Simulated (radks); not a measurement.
Nd58+, configuration [He].

All-electron calculation, non-relativistic Kohn-Sham, LDA (Slater exchange, Perdew-Wang correlation), spin-unpolarised, spherical densities, point nucleus; relativity is left out, which matters for an element this heavy. Program: a radial shooting solver on a logarithmic mesh with Libxc functionals.

Energy parts (hartree):
part                      energy
total                 -3557.6216
kinetic                3557.3737
electron-nucleus      -7157.2251
Hartree                  74.4865
exchange-correlation    -32.2568

Orbitals (lengths in bohr, moments of r in powers of bohr; <r^-3> diverges for s and p1/2; r(max) is where P^2 peaks):
orbital  occ.  eigenvalue (hartree)  <r^-3>      <r^4>      <r^2>   r(max)
1s          2             -1746.902       -  1.797e-06  0.0008465  0.01675

The highest occupied level is 1s at -47536 eV. For comparison, the ionisation energy in NIST's Atomic Spectra Database is 50339.6 eV (theoretical). In exact Kohn-Sham theory the highest level is minus the ionisation energy, but local and semilocal functionals leave it too shallow, through self-interaction and a potential that decays too fast; potentials with the right tail come closer. The density falls to 0.001 e/bohr^3 at r = 0.16 bohr. Virial ratio -V/T = 2.00007. Summed over all electrons, <r^2> = 0.001693 bohr^2, which gives a Langevin (diamagnetic) susceptibility term of -0.00134 x 10^-6 cm^3/mol. The electron density at the nucleus is 1.358e+05 e/bohr^3.
